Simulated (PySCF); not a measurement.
## SMILES CCC[P@@+]1([AlH3-])C=C(C)CC1, C$_{8}$H$_{18}$AlP

Molfile (atoms numbered from 1):
```
C8H18AlP
     RDKit          3D

 28 28  0  0  0  0  0  0  0  0999 V2000
    3.6881    0.4274   -1.2824 C   0  0  0  0  0  0  0  0  0  0  0  0
    2.5396   -0.1444   -0.4618 C   0  0  0  0  0  0  0  0  0  0  0  0
    1.3044    0.7516   -0.5053 C   0  0  0  0  0  0  0  0  0  0  0  0
    0.0515    0.1008    0.6832 P   0  0  1  0  0  0  0  0  0  0  0  0
    0.9146   -1.3394    2.4959 Al  0  0  0  0  0  4  0  0  0  0  0  0
   -1.3491    1.2176    0.4912 C   0  0  0  0  0  0  0  0  0  0  0  0
   -2.4355    0.6374   -0.0156 C   0  0  0  0  0  0  0  0  0  0  0  0
   -3.7473    1.3079   -0.2470 C   0  0  0  0  0  0  0  0  0  0  0  0
   -2.3072   -0.8209   -0.3564 C   0  0  0  0  0  0  0  0  0  0  0  0
   -0.8324   -1.2326   -0.2393 C   0  0  0  0  0  0  0  0  0  0  0  0
    4.5574   -0.2225   -1.2258 H   0  0  0  0  0  0  0  0  0  0  0  0
    3.9699    1.4104   -0.9113 H   0  0  0  0  0  0  0  0  0  0  0  0
    3.4009    0.5258   -2.3278 H   0  0  0  0  0  0  0  0  0  0  0  0
    2.8458   -0.2596    0.5848 H   0  0  0  0  0  0  0  0  0  0  0  0
    2.2799   -1.1384   -0.8346 H   0  0  0  0  0  0  0  0  0  0  0  0
    1.5653    1.7623   -0.1760 H   0  0  0  0  0  0  0  0  0  0  0  0
    0.8838    0.8177   -1.5134 H   0  0  0  0  0  0  0  0  0  0  0  0
    1.8965   -0.3693    3.2388 H   0  0  0  0  0  0  0  0  0  0  0  0
    1.5244   -2.4470    1.5526 H   0  0  0  0  0  0  0  0  0  0  0  0
   -0.5067   -1.6653    3.0920 H   0  0  0  0  0  0  0  0  0  0  0  0
   -1.3020    2.2414    0.8263 H   0  0  0  0  0  0  0  0  0  0  0  0
   -4.5363    0.7863    0.2937 H   0  0  0  0  0  0  0  0  0  0  0  0
   -3.7207    2.3435    0.0806 H   0  0  0  0  0  0  0  0  0  0  0  0
   -3.9988    1.2795   -1.3072 H   0  0  0  0  0  0  0  0  0  0  0  0
   -2.6972   -1.0136   -1.3594 H   0  0  0  0  0  0  0  0  0  0  0  0
   -2.9198   -1.3948    0.3435 H   0  0  0  0  0  0  0  0  0  0  0  0
   -0.7149   -2.1677    0.3173 H   0  0  0  0  0  0  0  0  0  0  0  0
   -0.3751   -1.3667   -1.2224 H   0  0  0  0  0  0  0  0  0  0  0  0
  1  2  1  0
  2  3  1  0
  4  3  1  6
  4  5  1  0
  4  6  1  0
  6  7  2  0
  7  8  1  0
  7  9  1  0
  9 10  1  0
 10  4  1  0
  1 11  1  0
  1 12  1  0
  1 13  1  0
  2 14  1  0
  2 15  1  0
  3 16  1  0
  3 17  1  0
  5 18  1  0
  5 19  1  0
  5 20  1  0
  6 21  1  0
  8 22  1  0
  8 23  1  0
  8 24  1  0
  9 25  1  0
  9 26  1  0
 10 27  1  0
 10 28  1  0
M  CHG  2   4   1   5  -1
M  END
```

The calculation used GIAO KT3/pcSseg-1 magnetisability, rotational g tensor and spin-rotation constants, non-relativistic, gas phase in PySCF 2.14.0. Geometry: GFN2-xTB.

**Question.** Give the nuclear spin-rotation constants along the inertial axes (H = +C I·J) beside the isotropic shieldings.

**Answer.** Rotational constants 1.2928, 0.5881, 0.4738 GHz. A star marks the isotopologue with that one atom substituted, in its own axes.
```csv
atom,isotope,Caa (kHz),Cbb (kHz),Ccc (kHz),mean (kHz),σ (ppm)
P4,31P,1.885,0.998,0.706,1.196,335.1
Al5,27Al,0.697,0.325,0.235,0.419,459.9
H11,1H,-0.001,-0.058,-0.042,-0.034,30.2
H12,1H,-0.136,-0.064,0.007,-0.064,30.8
H13,1H,-0.125,-0.010,-0.040,-0.058,30.8
H14,1H,-0.100,-0.011,-0.038,-0.050,29.7
H15,1H,-0.131,-0.064,0.011,-0.061,30.2
H16,1H,-0.137,-0.060,0.008,-0.063,30.0
H17,1H,-0.114,-0.012,-0.042,-0.056,30.3
H18,1H,-0.055,-0.041,-0.004,-0.033,28.0
H19,1H,-0.067,-0.040,-0.001,-0.036,28.0
H20,1H,-0.005,-0.022,-0.039,-0.022,28.1
H21,1H,-0.124,-0.063,0.036,-0.051,26.3
H22,1H,-0.052,-0.023,-0.052,-0.042,29.8
H23,1H,-0.133,-0.060,0.011,-0.061,29.6
H24,1H,-0.124,-0.016,-0.031,-0.057,29.8
H25,1H,-0.124,-0.030,-0.011,-0.055,29.0
H26,1H,-0.097,0.002,-0.047,-0.047,28.9
H27,1H,-0.134,-0.001,-0.031,-0.055,29.0
H28,1H,-0.117,-0.025,-0.025,-0.056,29.7
C1,13C*,0.182,0.086,0.073,0.114,165.3
C2,13C*,0.216,0.088,0.077,0.127,157.4
C3,13C*,0.212,0.106,0.089,0.135,146.2
C6,13C*,0.412,0.125,0.164,0.233,71.0
C7,13C*,0.509,0.136,0.204,0.283,31.0
C8,13C*,0.180,0.089,0.077,0.116,162.2
C9,13C*,0.231,0.123,0.077,0.144,141.6
C10,13C*,0.201,0.116,0.073,0.130,151.7
```
For the geometry as given, no vibrational averaging.
